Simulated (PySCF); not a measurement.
# Checking a proposed structure

A compound C$_{7}$H$_{13}$NSi gives the data below (simulated from a calculation) and was assigned the structure `C=C1CC/C1=C\C[SiH2]N`.

$^{13}$C{$^{1}$H} NMR (computed): δ 178.8 (CH), 156.4 (C), 149.4 (C), 135.4 (CH2), 134.8 (CH2), 25.9 (CH3), 20.9 (CH3).

$^{1}$H NMR (600 MHz, computed): δ 8.88 (s, 1H), 6.33 (br s, 1H), 6.17 (br s, 1H), 5.80 (br s, 1H), 5.51 (br s, 1H), 5.29 (s, 2H), 2.08 (s, 3H), 2.03 (s, 3H).

Equivalent nuclei averaged, isolated molecule, relativity neglected, one conformer. Structure optimised with GFN2-xTB; NMR shieldings at PBE0/pcSseg-1/GIAO; PySCF 2.14.0 with density-fitted response routines.

References, each an isolated molecule treated in the same way: $^{1}$H, $^{13}$C vs TMS.

(1) Compare with the shifts computed for the proposed structure, pairing carbons in order of shift.

(2) Which isomer fits?

Answers

(1) Mapped SMILES: `[CH2:1]=[C:2]1[CH2:3][CH2:4]/[C:5]1=[CH:6]\[CH2:7][SiH2:8][NH2:9]`. Hydrogens are named by the atom that carries them.

```tsv
atom	computed for proposal	given list	difference
C2	154.9	178.8	-23.9
C5	145.2	156.4	-11.2
C6	125.2	149.4	-24.2
C1	107.3	135.4	-28.1
C3	28.0	134.8	-106.8
C4	26.8	25.9	+0.9
C7	19.0	20.9	-1.9
```

The rms difference is 43.9 ppm and the largest -106.8 ppm at C3 (allylic sp3 CH2). The carbon types in order of shift don't match either: C, C, CH, CH2, CH2, CH2, CH2 for the proposal against CH, C, C, CH2, CH2, CH3, CH3 in the data. The proposal doesn't fit.

(2) SMILES C=C([SiH2]/N=C/C(=C)C)C.

1. Carbon types of the structure: 2 × C, 1 × CH, 2 × CH2, 2 × CH3, leaving 2 H on heteroatoms.
2. δC 178.8: C=N carbon.
3. δC 156.4, 149.4: fully substituted alkene carbon; the olefinic region.
4. δC 135.4, 134.8: terminal =CH2 carbon; as expected for a trigonal carbon in a double bond.
5. δH 8.88: hydrogen on a C=N carbon.

Other isomers checked: C#C[C@](C)(N[SiH3])C(=C)C (rms 45.1 ppm).

This is the structure that produced the data.

Shifts are as computed. Against solution values, carbons near 30 ppm lie about +3 ppm off and those near 130 ppm about +5 ppm. Of 1309 compounds with measured shifts, 239 miss one by over three times the rms of a fit or turn the order of signals round; such compounds aren't used in these exercises. Multiplicities follow the n + 1 count of equivalent neighbours, as no J values were calculated; m marks all less simple cases, F and P coupling included.
